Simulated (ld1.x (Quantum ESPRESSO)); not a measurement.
# What one change does to a pseudopotential (arsenic (As), ultrasoft)

```
Element                 : As (Z = 33)
Generator               : ld1.x (Quantum ESPRESSO) 7.5
Type                    : ultrasoft
Functional              : PBE
Relativity              : non-relativistic
Frozen core             : [Ar]
Valence charge          : 15
Reference configuration : 3d10 4s2 4p3
Partial waves           : 4s (bound): rcut 1.20, rcutus 1.45 bohr; 4s channel at 4.3 Ry: rcut 1.20, rcutus 1.45 bohr; 4p (bound): rcut 1.75, rcutus 2.25 bohr; 4p channel at 0.35 Ry: rcut 1.75, rcutus 2.25 bohr; 3d (bound): rcut 1.15, rcutus 1.25 bohr; 3d channel at -1.6 Ry: rcut 1.15, rcutus 1.25 bohr
Local potential         : all-electron potential smoothed inside 1.05 bohr (lloc = -1)
Core correction         : none
Augmentation charge     : built from norm-conserving waves at rcut, not smoothed further
```

All-electron outer shells of the reference configuration (PBE, non-relativistic, ld1.x):

```tsv
shell	level (eV)	outermost node (bohr)	outermost maximum (bohr)
3p	-132.27	0.22	0.52
3d	-41.73	–	0.47
4s	-14.05	0.75	1.65
4p	-5.23	0.78	2.00
```

Change: core correction a·sin(br)/r model core inside 0.96 bohr.

Cutoffs: the cutoffs (Ry, on a coarse ladder) from which the occupation-weighted sum of valence levels, in a spherical-Bessel basis at the reference potential, stays within 10 and 1 mRy of its value at 400 Ry; they do not see the model core or the augmentation charge, which bear on the density cutoff. Errors are all-electron minus pseudo energies relative to the spin-unpolarised reference configuration.

Problem. What does the change do?

Solution. Both files keep a bound ghost (s); the number of tests that count goes from 6 to 7; of the 6 tests that both files solve, the error grows in 2 and shrinks in 1 by more than 15 % and 0.3 meV (median size 5.8 → 6.5 meV). A model core, the more so a compact one, raises the density cutoff, which this test does not measure.

```tsv
quantity	base	changed
bound ghosts	s	s
tests counted (converged, no solver errors)	6 of 7	7 of 7
error for 3d10 4s2 4p2, meV [ΔE 9.18 eV]	-0.4	-0.3
error for 3d10 4s2 4p1, meV [ΔE 27.11 eV]	-0.5	-2.3
error for 3d10 4s2 4p0, meV [ΔE 54.78 eV]	+8.1	-7.9
error for 3d10 4s1 4p0, meV [ΔE 104.66 eV]	+81	-24
error for 3d10 4s1 4p4, meV [ΔE 8.93 eV]	-3.6	-5.0
error for 3d9 4s2 4p4, meV [ΔE 41.23 eV]	-1463	-1526
s: phases at 2.45 bohr within 0.05 rad from the reference energy up to (Ry; the scan ends near 5)	to the end of the scan	to the end of the scan
p: phases at 2.45 bohr within 0.05 rad from the reference energy up to (Ry; the scan ends near 5)	3.7	3.7
d: phases at 2.45 bohr within 0.05 rad from the reference energy up to (Ry; the scan ends near 5)	n/a	n/a
lowest overlap eigenvalue by channel	s 0.45, p 0.48, d 1.00	s 0.45, p 0.48, d 1.00
```

Base: Tests not counted: 3d10 4s2 4p2.5 (pseudo-atom not self-consistent, printed error +37 meV). A true bound ghost makes a file unfit for plane-wave use even where its test errors are small: the radial tests pick states by their node count and pass the ghost by.
